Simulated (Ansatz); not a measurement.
A nudged elastic band was laid between two geometries of Cl2F2Hf + H (6 atoms, charge 0, multiplicity 2).

Level of theory: Ansatz, UKS PBE-D4/def2-SVP.

| Property | Result |
| --- | --- |
| movable images | 7 |
| climbing image | yes |
| spring | 5.0 eV/Å² |
| optimiser | quadratic models (default) |
| start path | through a guess of the saddle point |
| force threshold | 0.05 eV/Å |
| iteration limit | 60 |
| end points | relaxed |

Image 0:

```xyz
6
Properties=species:S:1:pos:R:3
Hf -0.049 -0.095 -0.127
Cl -0.174 -0.352 2.205
F 1.779 -0.004 -0.655
F -0.895 1.537 -0.627
Cl -1.097 -1.893 -1.217
H 0.184 0.366 5.474
```

Image 8:

```xyz
6
Properties=species:S:1:pos:R:3
Hf -0.090 -0.257 -0.023
Cl 0.708 -0.130 2.999
F 1.822 -0.360 -0.101
F -1.167 1.018 0.966
Cl -1.215 -1.400 -1.743
H -0.310 0.688 2.954
```

(1) Which bonds break or form, and what moves?

(2) Give the energies along the band, and the barrier.

(3) What is the geometry of the highest image?

(4) What are the harmonic wavenumbers there?

## Answers

(1) Bonds formed: Cl2–H6. Cl2F2Hf + H becomes Cl2F2HHf.

(2) The forces met the threshold. The highest image is number 4 of 0 to 8, 0.63 eV above the first end and 0.18 eV above the last; the last end lies 0.44 eV above the first. A vibrational analysis at the climbing image gives one clearly imaginary mode, 145i cm⁻¹: a first-order saddle point.

| image | path coordinate (Å) | energy (eV) | Cl2–H6 (Å) |
| --- | --- | --- | --- |
| 0 | 0.00 | 0.00 | 3.37 |
| 1 | 0.97 | 0.00 | 3.51 |
| 2 | 1.94 | 0.00 | 3.66 |
| 3 | 2.91 | 0.02 | 2.75 |
| 4 | 3.89 | 0.63 | 1.47 |
| 5 | 4.44 | 0.53 | 1.31 |
| 6 | 4.99 | 0.50 | 1.30 |
| 7 | 5.54 | 0.47 | 1.30 |
| 8 | 6.09 | 0.44 | 1.31 |

(3) 
```xyz
6
Properties=species:S:1:pos:R:3
Hf -0.125 -0.203 0.104
Cl -0.159 -0.335 2.640
F 1.789 -0.156 0.015
F -1.133 1.427 0.064
Cl -1.023 -1.813 -1.363
H 0.397 0.639 3.593
```

(4) 145i, 58, 77, 122, 141, 173, 257, 373, 394, 641, 648, 1178 cm⁻¹.

Time of the run: 4.6 min on 4 threads of Arm Neoverse V1, with other jobs on the host, peak memory 0.19 GiB.
